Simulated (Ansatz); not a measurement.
Computed with Ansatz on PBE0-D4/def2-TZVP structures; ΔE is electronic, products minus reactants. CCSD(T)/CBS adds triple-zeta CCSD(T) − MP2 to the extrapolated MP2 energy (def2 sets, frozen cores). This one scheme is used for every species. Functionals use def2-TZVPP. B3LYP here is the variant with VWN-RPA as its local correlation; programs differ in this. HSE06 is defined as in plane-wave codes. For Ge, Se outer-core shells are correlated without core-valence functions, which leaves a few kJ/mol of doubt a bond. Scalar relativity is left out up to krypton. One conformer a species, not always the lowest.

`B[CH2][GeH2][SeH]` + HCl → `B[CH2][GeH2][Cl]` + H₂Se  (ligand exchange at a Ge–Se bond)

```csv
level,ΔE (kJ/mol),difference from CCSD(T)/CBS
revPBE-D4,-11.5,1.5
B3LYP-D4,-16.4,-3.4
r2SCANh-D4,-16.6,-3.6
HSE06-D4,-13.3,-0.3
ωB97M-V,-18.4,-5.4
B2PLYP,-19.3,-6.3
PBE-QIDH,-15.2,-2.2
PBE,-15.5,-2.5
r2SCANh,-17.5,-4.5
r2SCAN0,-17.5,-4.5
BHLYP,-24.5,-11.5
HF/def2-SVP,-34.2,-21.2
MP2/def2-SVP,-16.1,-3.1
CCSD/def2-SVP,-20.8,-7.8
SCS-MP2/def2-TZVPP,-16.2,-3.2
SCS-MP2/def2-QZVPP,-16.4,-3.4
CCSD(T)/CBS,-13.0,0
```

Problem. What do rigid-rotor, harmonic-oscillator terms from PBE0-D4/def2-TZVP frequencies (298.15 K, 1 bar) make of the CCSD(T)/CBS value? (Best estimate.)

Solution. Computed: ΔZPE = +0.1 kJ/mol, ΔH = -14.0 kJ/mol, ΔS = 9 J/(mol·K), ΔG = -16.8 kJ/mol. Modes under 50 cm⁻¹ make the entropy rough.

Largest T1 diagnostic among the species: 0.010.

In def2-TZVPP, CCSD(T) changes the Hartree–Fock value by +17.4 kJ/mol (the triples alone add +2.0 kJ/mol) and MP2 by +19.6 kJ/mol. Leaving LDA and LC-ωPBE aside and taking each functional with its dispersion term where it has one, the values, not all of them listed here, spread over 12.4 kJ/mol, from B97M-V to revPBE-D4. LDA lies +4.3 kJ/mol from PBE without D4. At CCSD(T), def2-SVP lies −6.1 kJ/mol from the extrapolated value and def2-TZVPP −1.0 kJ/mol.
